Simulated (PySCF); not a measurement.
Correlation energy of Os⁴⁶⁺ (osmium, charge +46)

[Ar] 3d10 4s2, closed-shell 1S. All numbers are calculated (PySCF 2.14, no relativity, point nucleus, in an even-tempered Gaussian basis (17 s from 5.6 bohr⁻², ratio 2.5; 11 p from 7.3 bohr⁻², ratio 2.5; 8 d from 13 bohr⁻², ratio 2.5; 4 f from 33 bohr⁻², ratio 2.7; 4 g from 50 bohr⁻², ratio 2.7)). Frozen: [Ne]; 20 electrons correlated; the 31 highest virtual orbitals of each spin left out.

MP2 pair energies summed by pair of shells (mhartree):

```
 pair   energy  share (%)
3d-3d  -413.23       42.5
3p-3d  -223.39       23.0
3d-4s   -84.62        8.7
4s-4s   -83.70        8.6
3p-3p   -62.12        6.4
3s-3d   -44.08        4.5
3s-3p   -26.04        2.7
3p-4s   -26.03        2.7
3s-4s    -4.43        0.5
3s-3s    -4.35        0.4
```

Total MP2 correlation energy: -971.99 mhartree.

MP2 falls well short for the outer s pair, which is nearly degenerate with np².

At this charge a non-relativistic calculation is a model, useful for the Z dependence of the correlation energy.
